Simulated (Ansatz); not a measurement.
The same molecule with X = B, Al, In. Ansatz, PBE0-D4/def2-TZVP geometries, multiplicity 1. Each molecule was computed in one conformer, which needn't be the lowest.

Elements past krypton have def2 core potentials.

```
 X                molecule  mean X–C bond length / Å  mean X–Cl bond length / Å  mean X–N bond length / Å  HOMO energy (PBE/def2-TZVPP) / eV  size of the dipole moment (B3LYP/def2-TZVPP) / D  HOMO–LUMO gap (PBE/def2-TZVPP) / eV
Al  `C[NH][Al]([CH3])[Cl]`                     1.937                      2.108                     1.762                              -5.60                                              2.23                                 4.85
In  `C[NH][In]([CH3])[Cl]`                     2.126                      2.350                     1.994                              -5.29                                              3.43                                 3.66
```

(1) Give the row for X = B, `CNB(C)Cl`. (An estimate is asked.)

Answers

(1) Ansatz gave: 
```tsv
X	molecule	mean X–C bond length / Å	mean X–Cl bond length / Å	mean X–N bond length / Å	HOMO energy (PBE/def2-TZVPP) / eV	size of the dipole moment (B3LYP/def2-TZVPP) / D	HOMO–LUMO gap (PBE/def2-TZVPP) / eV
B	`CNB(C)Cl`	1.565	1.788	1.389	-6.33	2.62	6.11
```

From B to In the mean X–C bond length rises at each step, by 0.561 Å in all; the mean X–Cl bond length rises at each step, by 0.562 Å in all; the mean X–N bond length rises at each step, by 0.605 Å in all; the HOMO energy (PBE/def2-TZVPP) rises at each step, by 1.04 eV in all; the HOMO–LUMO gap (PBE/def2-TZVPP) falls at each step, by 2.45 eV in all. Bonds lengthen as the atom grows down the group. Dipoles are sizes alone, and their direction can turn along the series.

B3LYP here is the variant with VWN-RPA as its local correlation; programs differ in this.
